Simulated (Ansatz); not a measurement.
Cost and result for the atomization energy of CH$_{6}$B$_{2}$O, SMILES `CBBO` (10 atoms, 9 bonds).

Z-matrix (Å, degrees):
```
C
B 1 1.560
H 1 1.093 2 113.8
H 1 1.091 2 116.4 3 129.2
H 1 1.104 2 104.2 3 -113.5
B 2 1.681 1 124.7 3 -142.2
H 2 1.206 1 116.4 3 36.6
O 6 1.360 2 128.5 1 -89.5
H 6 1.210 2 117.9 1 90.6
H 8 0.960 6 114.1 2 -0.3
```

Charge 0, multiplicity 1. The geometry is a stationary point of PBE0-D4/def2-TZVP. It is one conformer, not always the lowest. Program: Ansatz. All runs use 2 threads of an Arm Neoverse V2 on a shared host. Times are those of one run each, without the atoms' runs, and a repeat can differ threefold. Electronic energies, without spin–orbit coupling; frozen cores. CCSD(T)/CBS adds CCSD(T) − MP2 in def2-TZVPP to the MP2 limit, and its time is that of the two runs behind it. T1 = 0.013. B3LYP takes the VWN-RPA correlation (the form of Gaussian; ORCA's B3LYP/G). HSE06 is the plane-wave form, built on full-range PBE exchange.

CCSD(T)/CBS is a level of theory with its own doubt, some kJ/mol a heavy atom from the limit and from the frozen cores, so smaller differences don't rank the functionals.

| level | functions | wall time |
| --- | --- | --- |
| LDA (SPW92)/def2-TZVPP | 208 | 1.1 s |
| revPBE-D4/def2-TZVPP | 208 | 1.9 s |
| BLYP-D4/def2-TZVPP | 208 | 2 s |
| PBE0-D4/def2-TZVPP | 208 | 2.2 s |
| BHLYP-D4/def2-TZVPP | 208 | 2.3 s |
| HSE06-D4/def2-TZVPP | 208 | 2.5 s |
| CCSD(T)/def2-SVP | 86 | 2.8 s |
| B3LYP-D4/def2-TZVPP (with forces) | 208 | 3.7 s |
| r2SCANh-D4/def2-TZVPP | 208 | 4 s |
| ωB97X-V/def2-TZVPP | 208 | 7 s |
| MP2/def2-QZVPP | 408 | 20 s |
| CCSD(T)/def2-TZVPP | 208 | 70 s |
| CCSD(T)/CBS(def2) | – | 90 s |

**Question.** What atomization energy does each give, and how far from CCSD(T)/CBS? (Estimate.)

**Answer.** Ansatz gave: 
```json
{"level": "LDA (SPW92)/def2-TZVPP", "atomization (kcal/mol)": "1024.7", "difference from CCSD(T)/CBS": "123.4", "per bond": "13.7"}
{"level": "revPBE-D4/def2-TZVPP", "atomization (kcal/mol)": "899.7", "difference from CCSD(T)/CBS": "-1.6", "per bond": "-0.2"}
{"level": "BLYP-D4/def2-TZVPP", "atomization (kcal/mol)": "905.3", "difference from CCSD(T)/CBS": "4.0", "per bond": "0.4"}
{"level": "PBE0-D4/def2-TZVPP", "atomization (kcal/mol)": "908.8", "difference from CCSD(T)/CBS": "7.5", "per bond": "0.8"}
{"level": "BHLYP-D4/def2-TZVPP", "atomization (kcal/mol)": "888.2", "difference from CCSD(T)/CBS": "-13.1", "per bond": "-1.5"}
{"level": "HSE06-D4/def2-TZVPP", "atomization (kcal/mol)": "909.4", "difference from CCSD(T)/CBS": "8.1", "per bond": "0.9"}
{"level": "CCSD(T)/def2-SVP", "atomization (kcal/mol)": "865.5", "difference from CCSD(T)/CBS": "-35.8", "per bond": "-4.0"}
{"level": "B3LYP-D4/def2-TZVPP (with forces)", "atomization (kcal/mol)": "909.1", "difference from CCSD(T)/CBS": "7.8", "per bond": "0.9"}
{"level": "r2SCANh-D4/def2-TZVPP", "atomization (kcal/mol)": "907.1", "difference from CCSD(T)/CBS": "5.8", "per bond": "0.6"}
{"level": "ωB97X-V/def2-TZVPP", "atomization (kcal/mol)": "906.3", "difference from CCSD(T)/CBS": "5.0", "per bond": "0.6"}
{"level": "MP2/def2-QZVPP", "atomization (kcal/mol)": "907.4", "difference from CCSD(T)/CBS": "6.1", "per bond": "0.7"}
{"level": "CCSD(T)/def2-TZVPP", "atomization (kcal/mol)": "882.2", "difference from CCSD(T)/CBS": "-19.1", "per bond": "-2.1"}
{"level": "CCSD(T)/CBS(def2)", "atomization (kcal/mol)": "901.3", "difference from CCSD(T)/CBS": "0.0", "per bond": "0.0"}
```

From r2SCAN to r2SCAN0 (25 % exact exchange), in def2-TZVPP and without D4, the atomization energy moves by −11.3 kcal/mol: exact exchange takes away binding that semilocal exchange gives to molecules. Leaving LDA and LC-ωPBE aside and taking each functional with its dispersion term where it has one, the values, not all of them listed here, spread over 32.9 kcal/mol, from BHLYP-D4 to PBE-D4. LDA lies +106.7 kcal/mol from PBE without D4, its usual overbinding. The D4 term adds +4.9 kcal/mol with B3LYP and +2.6 kcal/mol with PBE0; it sums over pairs of atoms, weighted by their polarisabilities, and B3LYP, whose exchange is more repulsive, gets the larger term.
